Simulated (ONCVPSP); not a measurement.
## What the settings do to the ONCV potential of fluorine

Base potential:

F, optimised norm-conserving Vanderbilt (ONCV), made with ONCVPSP 4.0.1 (PBE, scalar-relativistic). Core [He], reference 2s2 2p4 (charge +1). Waves: 2s: rc 0.65 bohr, ncon 3, nbas 6, qcut 9.6 1/bohr, 1 projector; 2p: rc 1.30 bohr, ncon 4, nbas 7, qcut 10.8 1/bohr, 2 projectors, debl 2.1 Ha; d scattering state at 0.12 Ha: rc 1.25 bohr, ncon 4, nbas 9, qcut 8.5 1/bohr, 1 projector. Local part: polynomial inside 0.65 bohr (lpopt 5, dvloc0 -1 Ha). Core correction: Teter function, fcfact 4, rcfact 1.7.

All-electron outer shells of the reference configuration (PBE, scalar-relativistic, ld1.x):

```
shell  level (eV)  outermost node (bohr)  outermost maximum (bohr)
   1s     -684.12                      –                      0.11
   2s      -47.39                   0.24                      0.75
   2p      -28.31                      –                      0.68
```

Cutoffs, loose and tight: the cutoffs (Ha) at which the residual kinetic energy of the hardest occupied pseudo-wave falls to 1 and 0.1 mHa per electron. They do not see the model core or the augmentation charge, which bear on the density cutoff. Test errors are all-electron minus pseudo excitation energies from the reference, over the configurations 2s2 2p5; 2s2 2p3; 2s2 2p2; 2s2 2p1. A dash means not determined; rows that change the core or the reference have their own tests.

| change | outcome | cutoff, loose | cutoff, tight | bound ghosts | GHOST(+) flags above zero | largest test error (meV) |
| --- | --- | --- | --- | --- | --- | --- |
| base | generated | 85 Ha | 203 Ha | none | none | +1399 |
| p: rc 1.26 | generated | 85 Ha | 203 Ha | none | none | +1273 |
| local potential polynomial inside 0.65 bohr (lpopt 5, dvloc0 6 Ha) | generated | 85 Ha | 203 Ha | none | none | +1385 |
| d: qcut 9.7 | generated | 85 Ha | 203 Ha | none | none | +1399 |

(1) What comes out with this change to the base: functional LDA (Perdew-Wang 92)?

(2) What comes out with this change to the base: s: qcut 11.8; p: qcut 13.3; d: qcut 10.5?

Results:

(1) outcome: generated; cutoff, loose: 83 Ha; cutoff, tight: 202 Ha; bound ghosts: none; GHOST(+) flags above zero: none; largest test error (meV): +1342.

(2) outcome: generated; cutoff, loose: 58 Ha; cutoff, tight: 72 Ha; bound ghosts: none; GHOST(+) flags above zero: none; largest test error (meV): +974.
